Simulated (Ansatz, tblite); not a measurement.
Cost and result up the ladder for Mo(NH)2Cl2 (MoN2Cl2H2) (7 atoms). Charge 0, multiplicity 1. Geometry: PBE-D4/def2-SVP.

```xyz
7

Mo    0.192    0.416   -0.176
N    -0.942   -0.600   -1.002
H    -1.551   -1.423   -1.085
N     0.539   -0.274    1.375
H     0.437   -0.987    2.107
Cl   -0.814    2.449    0.171
Cl    2.139    0.419   -1.390
```

Ansatz on 4 threads of Intel Xeon Platinum 8259CL on a shared host; xTB runs through tblite on one thread. Times are rough, summed over both states, and most runs start from the orbitals of an earlier one. No level here is sound enough to serve as a yardstick. The other state is a triplet.

In the def2 sets Mo takes a core potential; there is no spin–orbit coupling. The xTB rows come from tblite.

xTB has no spin-polarisation term.

```json
{"level": "GFN2-xTB", "functions": "37", "vertical triplet (eV)": "2.98", "remarks": "–"}
{"level": "PBE-D4/def2-TZVP", "functions": "188", "vertical triplet (eV)": "3.34", "remarks": "–"}
{"level": "PBE0-D4/def2-TZVP (with forces)", "functions": "188", "vertical triplet (eV)": "3.19", "remarks": "restricted SCF unstable in HF (singlet)"}
{"level": "r2SCAN-D4/def2-TZVP", "functions": "188", "vertical triplet (eV)": "3.29", "remarks": "restricted SCF unstable in HF (singlet)"}
{"level": "GFN1-xTB", "functions": "39", "vertical triplet (eV)": "3.48", "remarks": "–"}
```

Problem. Estimate how long each takes.

Solution. GFN1-xTB 0.026 s; GFN2-xTB 0.028 s; PBE-D4/def2-TZVP 9.2 s; r2SCAN-D4/def2-TZVP 17 s; PBE0-D4/def2-TZVP (with forces) 23 s. On shared hardware such times vary by a factor of up to 3.
